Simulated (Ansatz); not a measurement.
## Worked example: MgCl2 + GeHCl2 → MgCl + GeHCl3

Species: MgCl2 `[Cl][Mg][Cl]`, singlet; GeHCl2 `[Cl][GeH][Cl]`, doublet; MgCl, doublet; GeHCl3 `[Cl][GeH]([Cl])[Cl]`, singlet. A radical takes Cl: the energy is the difference in strength between the Mg–Cl bond broken and the Ge–Cl bond made.

Shapes, held fixed at every level: PBE0-D4/def2-TZVP. Programs: Ansatz 0.2.0. The zero-point and thermal change to 298 K, harmonic and unscaled (PBE0-D4/def2-TZVP), is +2.0 kJ/mol.

At CCSD(T)/def2-TZVPP; 1 Eh = 2625.50 kJ/mol:

| species | energy (Eh) |
| --- | --- |
| MgCl2 | -1119.423102 |
| GeHCl2 | -2995.701345 |
| MgCl | -659.587801 |
| GeHCl3 | -3455.517659 |

Q: Work out ΔH(298 K) of the reaction at this level.

A: 
1. Products less reactants: (-659.587801) + (-3455.517659) − [(-1119.423102) + (-2995.701345)] = 0.018987 Eh = +49.9 kJ/mol.
2. With the thermal change: +49.9 + (+2.0) = +51.9 kJ/mol.

Other levels give +55.6 (PBE0-D4/def2-TZVPP) to +72.1 kJ/mol (wB97M-V/def2-TZVPP). No measured value is set beside it here. Open shells run unrestricted. Relativity is left out for Ge. Outer-core shells of Ge, Mg are correlated, in sets that cover them unevenly. CCSD(T)/def2-TZVPP lies outside the range of all other levels here, so it shouldn't be taken on trust. The median of the other levels is +64.8 kJ/mol.
